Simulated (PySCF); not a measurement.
WO2Cl, SMILES [O]=[W+](=[O])[Cl], charge +1, multiplicity 1. Coordinates come from a PBE0-D3(BJ)/def2-SVP optimisation. The multiplicity is an assumed one; other spin states were not compared. The isomer is the one that the SMILES or the coordinates give; other isomers of the formula were not compared. The def2 effective core potentials stand for the cores of W; spin–orbit coupling is left out.

These are PBE0-D3(BJ)/def2-SVP (PySCF) values and carry that method's errors.

Harmonic wavenumbers (cm⁻¹): 227, 233, 397, 463, 1059, 1108. Rotational constants (GHz): 6.575, 2.709, 2.305; symmetry number 1.

Q: Work out the zero-point energy and the ideal-gas rigid-rotor harmonic-oscillator thermochemistry at 298.15 K and 1 atm.

A: ZPE = ½ Σ hcν = ½ × 3486 cm⁻¹ = 20.85 kJ/mol. H − E(el) = 35.10 kJ/mol. Entropy in J/(mol K): translation 177.67, rotation 110.72, vibration 23.54, total 311.93. G − E(el) = -57.90 kJ/mol. Cp = 62.51 J/(mol K).
